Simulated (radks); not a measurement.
Results of a calculation; reference values are marked as such.
Mean orbital radii <r> (bohr) of the europium ion Eu+, [Xe] 4f7 6s1, at several levels of relativity; Dirac values are averaged over j with weights 2j + 1. Spin-unpolarised spherical Kohn-Sham, LDA (Slater exchange, Perdew-Wang correlation), point nucleus unless stated (finite: rms radius 5.1115 fm), a radial shooting solver on a logarithmic mesh with Libxc functionals. A level marked "c x" has the speed of light scaled by that factor and shares open shells by 2j + 1; other Dirac levels either fill j = l - 1/2 first or share by 2j + 1.

shell	non-rel.	scalar-rel., finite nucleus	Dirac, 2j+1 shares	Dirac, low j first	change of magnitude, last against first (%)
2s	0.1027	0.09518	0.09465	0.09465	-7.82
2p	0.08708	0.08392	0.08358	0.08358	-4.02
3s	0.2658	0.2499	0.2494	0.2494	-6.15
3p	0.2554	0.2482	0.2476	0.2476	-3.06
3d	0.2270	0.2260	0.2261	0.2261	-0.40
4s	0.6010	0.5664	0.5663	0.5664	-5.76
4p	0.6159	0.5998	0.5990	0.5992	-2.71
4d	0.6548	0.6546	0.6549	0.6551	+0.05
5s	1.473	1.379	1.380	1.381	-6.24
5p	1.669	1.627	1.626	1.627	-2.51
4f	0.9083	0.9663	0.9674	0.9721	+7.03
6s	4.030	3.810	3.812	3.814	-5.37
